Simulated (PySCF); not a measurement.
Radial density of Sn⁺ (tin, charge +1)

UHF, [Kr] 4d10 5s2 5p1, 2P determinant. All numbers are calculated (PySCF 2.14, scalar relativity through the core potential, in def2-TZVP with the def2 core potential (28 electrons) (6s5p3d2f, 50 functions)). This is the valence pseudo-density: the core potential removes the inner electrons and smooths the orbitals near the nucleus.

```csv
r (bohr),4πr²ρ (e/bohr),4πr²(ρα − ρβ)
0.00403,1.027e-05,0.0000
0.00678,2.796e-05,0.0000
0.0114,7.135e-05,0.0000
0.0192,0.0001564,0.0000
0.0323,0.0002743,0.0000
0.0543,0.0005147,0.0000
0.0913,0.001960,0.0000
0.154,0.01959,0.0000
0.258,0.3164,0.0005
0.434,5.276,0.0139
0.731,22.33,0.0350
1.23,11.63,0.0086
2.07,2.503,0.3882
3.48,0.5948,0.2761
5.85,0.02767,0.0193
9.84,8.898e-05,0.0001
```

Energies and moments cover only the electrons outside the core potential.
